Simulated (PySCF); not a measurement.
H₂HfO₂, SMILES [OH][Hf][OH] (connectivity only; charge and spin as stated), neutral, multiplicity 3.

Geometry optimised at PBE-D3(BJ)/def2-TZVP. The multiplicity is an assumed one; other spin states were not compared. The def2 effective core potentials stand for the cores of Hf; spin–orbit coupling is left out. Other conformers were not sampled.

Computed with TDA-B3LYP/def2-SVPD (PySCF).

Vertical excitations. Gas-phase values at a fixed geometry.

Computed UV-visible absorptions:
| state | energy (eV) | λ (nm) | f | main pairs |
|---|---|---|---|---|
| root 1 | 0.27 | 4629 | 0.000 | α HOMO→LUMO 98 % |
| root 2 | 2.02 | 613 | 0.006 | α HOMO−1→LUMO 96 % |
| root 3 | 2.32 | 533 | 0.000 | α HOMO→LUMO+5 99 % |
| root 4 | 2.37 | 522 | 0.000 | α HOMO→LUMO+3 63 %, α HOMO→LUMO+6 35 % |
| root 5 | 2.57 | 482 | 0.031 | α HOMO→LUMO+1 96 % |
| root 6 | 2.57 | 482 | 0.021 | α HOMO→LUMO+2 90 % |
| root 7 | 3.16 | 392 | 0.002 | α HOMO→LUMO+4 92 % |
| root 8 | 3.38 | 367 | 0.000 | α HOMO→LUMO+6 63 %, α HOMO→LUMO+3 36 % |
| root 9 | 3.61 | 343 | 0.000 | α HOMO−1→LUMO+5 99 % |
| root 10 | 3.69 | 336 | 0.031 | α HOMO−1→LUMO+3 67 %, α HOMO−1→LUMO+6 32 % |
Unrestricted roots are not spin-pure.
